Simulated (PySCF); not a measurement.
**Peak assignment**

Atom-mapped SMILES (the numbers label the heavy atoms): `[F:1][C@@H:2]([SiH3:3])[C@H:4]1[CH2:5][CH2:6][NH:7]1`; H(Xn) means a hydrogen on atom n. Ha(C5), Ha(C6) are cis to C2 on the ring; Hb(C5), Hb(C6) are trans to C2 on the ring.

Calculated, not measured (PySCF): GFN2-xTB structure, σ from GIAO-PBE0/pcSseg-1. Rapidly exchanging positions averaged, gas phase, no relativistic terms, single conformer.

Referencing at the same level of theory: TMS for 13C and 1H.

Task: Assign these signals to the numbered atoms. 13C{1H} NMR (computed): δ 104.8 (CH), 62.0 (CH), 43.2 (CH2), 23.3 (CH2).

Result: 
| δ (ppm) | atoms | environment | reason |
| --- | --- | --- | --- |
| 104.8 | C2 | sp3 CH bonded to F and Si | pulled downfield by the heteroatom |
| 62.0 | C4 | sp3 CH bonded to N | the inductive effect lowers its shielding |
| 43.2 | C6 | sp3 CH2 bonded to N | deshielded by the electronegative neighbour |
| 23.3 | C5 | sp3 CH2 in a ring | aliphatic region, no heteroatom directly attached |

Task: Assign these signals to the numbered atoms. 1H NMR (400 MHz, computed): δ 5.07 (m, 1H), 4.33 (m, 1H), 4.02 (m, 3H), 3.74 (m, 1H), 3.37 (m, 1H), 2.33 (m, 1H), 1.78 (m, 1H), 1.73 (br s, 1H).

Result: 
5.07 → H(C2), hydrogen on an sp3 CH bonded to F and Si: its carbon carries F, hence the downfield position
4.33 → H(C4), hydrogen on an sp3 CH bonded to N: its carbon carries N, an electronegative neighbour
4.02 → H(Si3), hydrogen on a silicon bonded to C
3.74 → Hb(C6), hydrogen on an sp3 CH2 bonded to N: its carbon carries N, which withdraws density
3.37 → Ha(C6), hydrogen on an sp3 CH2 bonded to N
2.33 → Hb(C5), hydrogen on an sp3 CH2 in a ring
1.78 → Ha(C5), hydrogen on an sp3 CH2 in a ring
1.73 → H(N7), hydrogen on an amine nitrogen: labile proton, position sensitive to the medium

Ha(C5) and H(N7) lie closer than the usual error of such a calculation, so a measured spectrum could show them in the other order.

OH and NH positions are those of a molecule without intermolecular hydrogen bonds; in solution they move with solvent, concentration and temperature, and exchange usually removes their couplings. Splittings by 19F in the carbon and heteronuclear signals aren't shown, as no couplings were computed. Shifts are as computed. Against solution values, carbons near 30 ppm lie about +3 ppm off and those near 130 ppm about +5 ppm. Of 1309 compounds with measured shifts, 239 miss one by over three times the rms of a fit or turn the order of signals round; such compounds aren't used in these exercises. Multiplicities follow the n + 1 count of equivalent neighbours, as no J values were calculated; m marks all less simple cases, F and P coupling included.
